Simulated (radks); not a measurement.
The numbers below are computed, except where a source is named.
All-electron atom: the argon ion Ar14+ in [He] 2s2. Code: a radial shooting solver on a logarithmic mesh with Libxc functionals. Model: non-relativistic Kohn-Sham, XLYP, spin-polarised, spherical densities, point nucleus.

Unscreened Slater integrals over Kohn-Sham orbitals (eV). They are taken over the spin-up orbitals.

integral    value
F0(2s,2s)  67.499
F0(2s,1s)  94.371
G0(2s,1s)  9.2709
F0(1s,1s)  298.84
